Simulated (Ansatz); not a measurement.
Total energies of W3Se5 (the lowest singlet isomer of a short search) from Ansatz at PBE0-D4/def2-SVP, gas phase (1 Eh = 27.2114 eV = 2625.5 kJ/mol). The reference geometry is relaxed at PBE-D4/def2-SVP.

```xyz
8

W     1.405    0.672    0.227
W     0.015   -0.976   -0.648
W    -1.424    0.440    0.509
Se   -1.625   -1.789    1.356
Se    1.651    0.579   -2.152
Se   -2.114    0.267   -1.777
Se   -0.038    2.289    1.507
Se    2.129   -1.482    0.978
```

| state | geometry | energy (Eh) |
| --- | --- | --- |
| charge 0 singlet | reference | -12206.49951 |
| charge 1 doublet | reference | -12206.20555 |
| charge -1 doublet | reference | -12206.58758 |
| charge 0 triplet | relaxed at PBE-D4/def2-SVP | -12206.45442 |
| charge 0 quintet | relaxed at PBE-D4/def2-SVP | -12206.41279 |

In the def2 sets W takes a core potential; there is no spin–orbit coupling.

Question: Work out the vertical ionisation energy to the doublet.

Answer: E(charge 1 doublet) − E(charge 0 singlet) = -12206.20555 − (-12206.49951) = 0.29396 Eh = 8.00 eV. For comparison, −ε of the highest occupied level is 6.60 eV at this level, 1.40 eV less.

Question: Work out the vertical electron affinity, to the doublet.

Answer: E(charge 0 singlet) − E(charge -1 doublet) = -12206.49951 − (-12206.58758) = 0.08807 Eh = 2.40 eV. The basis lacks diffuse functions, which makes affinities too small.

Question: Give the fundamental gap IE − EA, the Mulliken electronegativity (IE + EA)/2 and the hardness (IE − EA)/2.

Answer: From the values in Eh: IE − EA = 0.29396 − 0.08807 = 0.20589 Eh = 5.60 eV; (IE + EA)/2 = 5.20 eV; (IE − EA)/2 = 2.80 eV. The HOMO–LUMO gap of the same run is 3.03 eV, 2.57 eV smaller than the fundamental gap.

Question: Which of the charge 0 states is lowest, and how far above it are the others?

Answer: The singlet. triplet: -12206.45442 − (-12206.49951) = 0.04509 Eh = 118.4 kJ/mol; quintet: -12206.41279 − (-12206.49951) = 0.08672 Eh = 227.7 kJ/mol.

The restricted singlet is unstable towards broken spin symmetry in Hartree–Fock (as tested in another run); at PBE0-D4/def2-SVP this wasn't settled. At PBE0-D4/def2-SVP the charge -1 doublet is spin-contaminated (final ⟨S²⟩ up to 0.85, 0.75 for a pure state).  

The structure comes from a short search, and lower isomers may exist.
